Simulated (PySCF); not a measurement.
## Excitation energy of Pr by level of theory

Pr [Xe] 4f3 6s2 (high-spin determinant) → Pr [Xe] 4f3 6s1 6p1 (high-spin determinant), as a difference of total energies. All numbers are calculated (PySCF 2.14, scalar relativity by spin-free X2C-1e, in x2c-TZVPPall). Correlated levels: valence: [Kr] 4d10 frozen; valence and next inner shell: [Ar] 3d10 frozen. The calculations carry no spin-orbit coupling.

```tsv
method	excitation energy (cm⁻¹)
UHF	7130.5
MP2 (valence)	14073
SCS-MP2 (valence)	14574
MP2 (valence and next inner shell)	14373
SCS-MP2 (valence and next inner shell)	14746
```

The basis was made for the ground configuration and has no added diffuse functions, so the excitation energy can come out too high.

The determinant of the lower state and of the upper state mixes LS terms, which raises its energy above the lowest term, most at the Hartree-Fock and MP2 levels.
